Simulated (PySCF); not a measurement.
C3H7BS.
Atom-mapped SMILES: `[CH2:1]=[CH:2][BH:3][S:4][CH3:5]` (hydrogens: H6, H7 on C1; H8 on C2; H9 on B3; H10, H11, H12 on C5)

Method: PySCF 2.14.0, PBE0-D3(BJ)/def2-SVP geometry optimisation, gas phase; density fitting, grid level 1; the optimiser is geomeTRIC in internal coordinates, started from a GFN2-xTB structure with every atom displaced at random (about 0.01 Å).

Step 0: E = -14722.0990 eV
```
atom  x, y, z in Å  |  force x, y, z in eV/Å
C1      2.6565    0.2539   -0.6334   -1.907   0.122   0.480
C2      1.3934   -0.1092   -0.9618    0.662   0.235   0.459
B3      0.1574    0.0341   -0.0326    1.633   0.411   0.285
S4     -1.3572   -0.5432   -0.5942   -1.786  -0.427  -0.121
C5     -2.5039   -0.1829    0.8035    0.817  -0.053  -0.084
H6      3.4705    0.1710   -1.3069    1.045  -0.232  -0.857
H7      2.8602    0.7195    0.3228    0.139   0.121   0.458
H8      1.2698   -0.5377   -1.9473   -0.138  -0.260  -0.565
H9      0.2522    0.5185    1.0622    0.035   0.109   0.206
H10    -2.5933    0.8973    0.9326   -0.074   0.214  -0.035
H11    -3.4773   -0.6131    0.5931   -0.355  -0.201  -0.168
H12    -2.0935   -0.6153    1.7268   -0.072  -0.038  -0.057
```

Step 1: E = -14722.1987 eV
```
atom  x, y, z in Å  |  force x, y, z in eV/Å
C1      2.6155    0.3356   -0.6497    0.564  -0.127  -0.116
C2      1.4201   -0.1832   -0.9588   -0.245   0.011  -0.158
B3      0.2153   -0.0655   -0.0023   -0.389  -0.037  -0.195
S4     -1.4066   -0.5557   -0.5864    0.325   0.063   0.115
C5     -2.5035   -0.1531    0.8017   -0.092   0.043  -0.018
H6      3.4736    0.2697   -1.3423   -0.217   0.119   0.189
H7      2.8075    0.8150    0.3168   -0.043   0.006  -0.009
H8      1.3052   -0.6350   -1.9543   -0.001  -0.039   0.080
H9      0.3199    0.3876    1.1121    0.035   0.014   0.057
H10    -2.5376    0.9346    0.9567   -0.016  -0.046   0.003
H11    -3.5133   -0.5114    0.5516    0.084   0.018   0.014
H12    -2.1612   -0.6454    1.7196   -0.005  -0.023   0.037
```

Step 2: E = -14722.2081 eV
```
atom  x, y, z in Å  |  force x, y, z in eV/Å
C1      2.6247    0.3064   -0.6458    0.010   0.034   0.093
C2      1.4153   -0.1751   -0.9828    0.071   0.059  -0.083
B3      0.2025   -0.0214   -0.0382   -0.127  -0.105   0.005
S4     -1.4125   -0.5332   -0.5914    0.117   0.024   0.038
C5     -2.5014   -0.1591    0.8133    0.003   0.013  -0.002
H6      3.5052    0.2664   -1.2988   -0.086  -0.083  -0.043
H7      2.7826    0.7832    0.3277   -0.013   0.021   0.018
H8      1.3051   -0.6463   -1.9681   -0.006   0.012  -0.008
H9      0.3180    0.4365    1.0759    0.024   0.032  -0.007
H10    -2.5597    0.9250    0.9769    0.000   0.002   0.002
H11    -3.5029   -0.5374    0.5700    0.004  -0.006  -0.008
H12    -2.1422   -0.6517    1.7260    0.004  -0.003  -0.006
```

Q: Estimate the geometry and energy of step 3. (The exact step hangs on the optimiser's Hessian estimate; all steps are aligned on step 2, rigid shifts and turns removed.)

A: E = -14722.2106 eV, largest force 0.139 eV/Å
```
atom  x, y, z in Å  |  force x, y, z in eV/Å
C1      2.6270    0.3003   -0.6370   -0.097  -0.022  -0.072
C2      1.4112   -0.1587   -0.9836    0.044   0.073   0.110
B3      0.2017   -0.0024   -0.0348   -0.024  -0.062   0.014
S4     -1.4020   -0.5281   -0.5883   -0.012   0.003   0.026
C5     -2.5007   -0.1648    0.8114    0.011  -0.012   0.000
H6      3.4874    0.2279   -1.3085    0.093  -0.016  -0.001
H7      2.8006    0.7812    0.3323   -0.019  -0.014  -0.016
H8      1.2979   -0.6321   -1.9670    0.008   0.023  -0.017
H9      0.3209    0.4622    1.0772    0.011   0.019  -0.028
H10    -2.5733    0.9180    0.9756    0.005   0.013   0.000
H11    -3.4951   -0.5556    0.5617   -0.023  -0.008  -0.002
H12    -2.1408   -0.6548    1.7256    0.003   0.004  -0.012
```

The energy changes by -0.0025 eV. The first-order estimate −F·Δx gives -0.0072 eV and the mean of the old and new forces, exact on a quadratic surface, -0.0027 eV. The step makes an angle of 70° with the force vector and moves no atom by more than 0.043 Å.

What follows is the cost of the whole optimisation. Hardware: an Arm Neoverse V1 with one thread, no GPU, shared host with 32 logical CPUs at a one-minute load of 40. Cost: 26 s wall, 0.44 GiB resident at most.
